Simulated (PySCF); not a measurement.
2-butanone (C4H8O), SMILES CCC(C)=O. Geometry: PBE0-D3(BJ)/def2-SVP. The values are those of a single conformer.

Computed equilibrium geometry at PBE0-D3(BJ)/def2-SVP (PySCF confirms it by a frequency run) as bond lengths and angles (one conformer of several):
Atoms: C1 C2 C3 C4 O5 H6 H7 H8 H9 H10 H11 H12 H13. Bonds (Å): C1–C2 1.528, C1–H6 1.100, C1–H7 1.101, C1–H8 1.100, C2–C3 1.517, C2–H9 1.100, C2–H10 1.102, C3–C4 1.509, C3–O5 1.208, C4–H11 1.101, C4–H12 1.103, C4–H13 1.097. Bond angles (°): C2–C1–H6 110.9, C2–C1–H7 111.8, C2–C1–H8 110.5, H6–C1–H7 107.6, H6–C1–H8 108.1, H7–C1–H8 107.9, C1–C2–C3 110.7, C1–C2–H9 109.8, C1–C2–H10 110.1, C3–C2–H9 107.3, C3–C2–H10 110.4, H9–C2–H10 108.4, C2–C3–C4 116.7, C2–C3–O5 121.2, C4–C3–O5 122.1, C3–C4–H11 111.1, C3–C4–H12 109.3, C3–C4–H13 110.1, H11–C4–H12 106.7, H11–C4–H13 110.3, H12–C4–H13 109.3.
Charge 0, spin multiplicity 1.
